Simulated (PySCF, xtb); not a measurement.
Si(Cl)(Br)(vinyl)(NH2) (C2H5BrClNSi), SMILES Cl[Si](N)(Br)C=C. The values are those of a single conformer.

Harmonic wavenumbers (cm⁻¹) from GFN2-xTB in xtb 6.7.1 at its own minimum, in rising order: 35, 102, 118, 142, 168, 188, 203, 311, 399, 437, 481, 533, 716, 812, 926, 929, 1016, 1027, 1276, 1411, 1499, 1670, 3041, 3087, 3117, 3477, 3522.

Question: What does PySCF with PBE-D3(BJ)/def2-SVP give at its own minimum? (An estimate is asked for; the answer gives what the named calculation found.)

Answer: 74, 115, 147, 162, 198, 235, 262, 322, 429, 447, 509, 567, 688, 824, 866, 958, 972, 1001, 1224, 1362, 1481, 1615, 3054, 3091, 3151, 3477, 3577. Paired by order, the mean absolute difference is 31 cm⁻¹ and the zero-point energies are 43.8 and 44.0 kcal/mol.
